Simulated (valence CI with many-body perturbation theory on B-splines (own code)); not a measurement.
Missing levels of Bi51+

Computed by relativistic CI+MBPT: four valence electrons over a frozen Dirac-Fock core [Ar] 3d10, radial functions for each j: 11 s, 11 p, 10 d, 8 f, 5 g, 2 h, with the one-electron correlation potential Σ1, the two-electron term Σ2, the three-electron term Σ3, Breit, model QED; selected CI, second order for the rest, scaled by the run's own slope (own B-spline code, finite nucleus).

No measured spectrum was set against this ion. As an estimate, large intervals hold to a few tenths of a per cent, small ones and those within an open d or f shell to about a per cent. Among the levels kept, up to 400 cm⁻¹ of a level comes from second order outside the variational space, and about a tenth of that is noise between levels of different J, which matters for small intervals.

```tsv
Level	E (eV)
(4s^2 4p1/2^2) J=0	0.00
(4s^2 4p1/2 4p3/2) J=1	172.92
(4s^2 4p1/2 4p3/2) J=2	?
(4s 4p1/2^2 4p3/2) J=2	293.15
(4s 4p1/2^2 4p3/2) J=1	310.41
(4s^2 4p3/2^2) J=2	354.76
(4s^2 4p1/2 4d3/2) J=2	?
(4s^2 4p3/2^2) J=0	365.64
(4s^2 4p1/2 4d3/2) J=1	?
(4s^2 4p1/2 4d5/2) J=2	406.21
(4s^2 4p1/2 4d5/2) J=3	407.34
(4s 4p1/2 4p3/2^2) J=2 [a]	?
(4s 4p1/2 4p3/2^2) J=3	472.54
(4s 4p1/2 4p3/2^2) J=0	479.16
(4s 4p1/2^2 4d3/2) J=1	479.72
(4s 4p1/2^2 4d3/2) J=2	?
(4s 4p1/2 4p3/2^2) J=1 [a]	487.88
(4s 4p1/2 4p3/2^2) J=2 [b]	489.98
(4s 4p1/2 4p3/2^2) J=1 [b]	491.71
(4s 4p1/2^2 4d5/2) J=3	?
```

Levels are named by their leading jj configuration (3d3/2^4 stands for four electrons in 3d with j = 3/2), which in mixed levels can hold well under half, so a name can repeat and another be missing. Letters in brackets count levels of one name in rising energy.

Q: The levels stand in rising order. What does the calculation give for the missing energies?

A: (4s^2 4p1/2 4p3/2) J=2 177.97; (4s^2 4p1/2 4d3/2) J=2 358.08; (4s^2 4p1/2 4d3/2) J=1 380.22; (4s 4p1/2 4p3/2^2) J=2 [a] 462.36; (4s 4p1/2^2 4d3/2) J=2 484.13; (4s 4p1/2^2 4d5/2) J=3 525.13.
